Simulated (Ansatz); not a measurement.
Geometry optimisation, RKS PBE0-D4/def2-SVP (Ansatz 0.2.0).

Input file:

```yaml
crystal:
  periodic: [false, false, false]
  atoms:
    - { symbol: W, position_ang: [0.009917, 0.029259, -0.051784] }
    - { symbol: F, position_ang: [-0.285465, 0.190232, 1.778531] }
    - { symbol: F, position_ang: [1.616776, 0.736087, -0.70297] }
    - { symbol: H, position_ang: [-0.46757, 1.626901, -0.07448] }
    - { symbol: H, position_ang: [-1.610343, 0.415746, -0.128712] }
    - { symbol: F, position_ang: [-0.539678, -1.572941, -0.852035] }
    - { symbol: H, position_ang: [-0.620098, 0.684192, -1.453936] }
    - { symbol: Si, position_ang: [2.239343, -2.37498, 1.60211] }
    - { symbol: H, position_ang: [1.517925, -3.674078, 1.662114] }
    - { symbol: H, position_ang: [3.111375, -2.311863, 0.397135] }
    - { symbol: H, position_ang: [3.028926, -2.135871, 2.841569] }
    - { symbol: H, position_ang: [1.234692, -1.288983, 1.503458] }
basis:
  gaussian: { orbitals: def2-SVP }
hamiltonian:
  xc: pbe0
  dispersion: d4
relax:
  f_tol: 0.03
  max_steps: 50
```

Run as:

```bash
$ ansatz run input.yaml --threads 4 --pin off --max-ram 5120MiB --backend cpu --events-out ev --progress --plain --runs-dir out
```

Problem. Where does it end, and by what steps?

Solution. It converged. After 9 steps the energy has fallen by 0.162 eV; F2 moved furthest, 0.57 Å.

```tsv
step	energy less start (eV)	largest force component (eV/Å)	accepted
0	0.0000	0.449	yes
1	-0.0735	0.405	yes
2	-0.1214	0.429	yes
3	-0.1319	0.195	yes
4	-0.1382	0.095	yes
5	-0.1444	0.232	yes
6	-0.1497	0.135	yes
7	-0.1581	0.106	yes
8	-0.1602	0.078	yes
9	-0.1620	0.014	yes
```

```xyz
12
Properties=species:S:1:pos:R:3
W 0.022 0.041 0.170
F -0.766 0.503 1.808
F 1.703 0.790 -0.199
H -0.492 1.565 -0.254
H -1.529 0.279 -0.382
F -0.285 -1.704 -0.467
H -0.244 0.419 -1.429
Si 2.189 -2.351 1.441
H 1.373 -3.576 1.648
H 2.727 -2.260 0.059
H 3.266 -2.217 2.459
H 1.272 -1.166 1.665
```

Whether the end is a true minimum wasn't checked by a vibrational analysis.

The run took 25 s on 4 threads of Intel(R) Xeon(R) Platinum 8124M CPU @ 3.00GHz (Skylake/Cascade Lake), with other jobs on the host, peak memory 0.34 GiB.
